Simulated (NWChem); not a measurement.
System: SiH4O3; SMILES O[SiH](O)O

Here is an NWChem input.

```
start job
memory heap 200 mb stack 900 mb global 1100 mb
geometry units angstroms noautoz
  Si    -0.035295    -0.019325     0.511875
  O     -1.575170     0.283238    -0.055407
  O      0.345512    -1.610404     0.197788
  O      0.921933     1.104955    -0.283947
  H      0.116121     0.098530     1.992469
  H     -1.682378     1.180995    -0.415572
  H      0.093653    -1.909398    -0.694420
  H      1.834693     1.180372     0.043415
end
basis spherical
  * library 6-31g*
end
dft
  xc xtpss03 ctpss03
  iterations 150
  grid xfine
end
task dft gradient
```

NWChem printed, in part:

```
             Northwest Computational Chemistry Package (NWChem) 7.3.0
             --------------------------------------------------------

 C1  symmetry detected

                             Geometry "geometry" -> ""
                             -------------------------

 Output coordinates in angstroms (scale by  1.889725989 to convert to a.u.)

  No.       Tag          Charge          X              Y              Z
 ---- ---------------- ---------- -------------- -------------- --------------
    1 Si                  14.0000     0.02454267    -0.03636775     0.34478369
    2 O                    8.0000    -1.51591178     0.33255051    -0.18006645
    3 O                    8.0000     0.42547362    -1.55672882    -0.20562849
    4 O                    8.0000     0.97253074     1.20639220    -0.26389517
    5 H                    1.0000     0.16718106    -0.14408010     1.82702103
    6 H                    1.0000    -1.63180158     1.27352660    -0.39986991
    7 H                    1.0000     0.18158021    -1.71884730    -1.13465976
    8 H                    1.0000     1.88270242     1.24083820     0.07725788

 Effective nuclear repulsion energy (a.u.)     185.7369278536

                                 NWChem DFT Module
                                 -----------------

 Summary of "ao basis" -> "ao basis" (spherical)
 ------------------------------------------------------------------------------
       Tag                 Description            Shells   Functions and Types
 ---------------- ------------------------------  ------  ---------------------
 Si                          6-31g*                  8       18   4s3p1d
 O                           6-31g*                  6       14   3s2p1d
 H                           6-31g*                  2        2   2s

            General Information
            -------------------
          SCF calculation type: DFT
          Wavefunction type:  closed shell.
          No. of atoms     :     8
          No. of electrons :    42
           Alpha electrons :    21
            Beta electrons :    21
          Charge           :     0
          Spin multiplicity:     1
          Use of symmetry is: off; symmetry adaption is: off
          Maximum number of iterations: 150
          AO basis - number of functions:    68
                     number of shells:    34
          Convergence on energy requested:  1.00D-06
          Convergence on density requested:  1.00D-05
          Convergence on gradient requested:  5.00D-04

              XC Information
              --------------
                  TPSS metaGGA Exchange Functional  1.000
             TPSS03 metaGGA Correlation Functional  1.000

             Grid Information
             ----------------
          Grid used for XC integration:  xfine
          Radial quadrature: Mura-Knowles
          Angular quadrature: Lebedev.
          Tag              B.-S. Rad. Rad. Pts. Rad. Cut. Ang. Pts.
          ---              ---------- --------- --------- ---------
          Si                  1.10      125           8.0      1454
          O                   0.60      100          10.0      1454
          H                   0.35      100          10.0      1202
          Grid pruning is: on
          Number of quadrature shells:   825
          Spatial weights used:  Erf1

      Superposition of Atomic Density Guess
      -------------------------------------

 Sum of atomic energies:        -515.07329437

      Non-variational initial energy
      ------------------------------

 Total energy =    -516.200917
 1-e energy   =   -1080.876528
 2-e energy   =     378.938683
 HOMO         =      -0.429539
 LUMO         =       0.057005

   convergence    iter        energy       DeltaE   RMS-Dens  Diis-err
 ---------------- ----- ----------------- --------- --------- ---------
 d= 0,ls=0.0,diis     1   -517.5866972676 -7.03D+02  2.34D-02  1.04D+00
 d= 0,ls=0.0,diis     2   -517.4301393134  1.57D-01  1.41D-02  2.79D+00
 d= 0,ls=0.0,diis     3   -517.7025186806 -2.72D-01  1.20D-03  2.45D-02
 d= 0,ls=0.0,diis     4   -517.7047514245 -2.23D-03  3.82D-04  1.00D-03
 d= 0,ls=0.0,diis     5   -517.7047763781 -2.50D-05  2.13D-04  7.68D-04
  Resetting Diis
 d= 0,ls=0.0,diis     6   -517.7048500148 -7.36D-05  2.23D-05  3.21D-06
 d= 0,ls=0.0,diis     7   -517.7048503736 -3.59D-07  8.83D-06  1.65D-07

         Total DFT energy =     -517.704850373595
      One electron energy =    -1084.719882362800
           Coulomb energy =      429.635626633523
    Exchange-Corr. energy =      -48.357522497965
 Nuclear repulsion energy =      185.736927853647

 Numeric. integr. density =       41.999999914714

                       DFT Final Molecular Orbital Analysis
                       ------------------------------------

[...]

                         DFT ENERGY GRADIENTS

    atom               coordinates                        gradient
                 x          y          z           x          y          z
   1 Si      0.046379  -0.068725   0.651547   -0.000259   0.000342  -0.000751
   2 O      -2.864658   0.628429  -0.340276   -0.004254   0.002631  -0.001879
   3 O       0.804029  -2.941791  -0.388582    0.000860  -0.003837  -0.003762
   4 O       1.837817   2.279751  -0.498690    0.004671   0.002451  -0.001059
   5 H       0.315926  -0.272272   3.452569    0.000400  -0.000088   0.005865
   6 H      -3.083658   2.406616  -0.755645    0.000243  -0.001937   0.000522
   7 H       0.343137  -3.248150  -2.144196    0.000327   0.000371   0.001736
   8 H       3.557792   2.344844   0.145996   -0.001988   0.000068  -0.000671
```

Level: TPSS/6-31G* (spherical d). The geometry was optimised at PBE-D3(BJ)/def2-SVP.
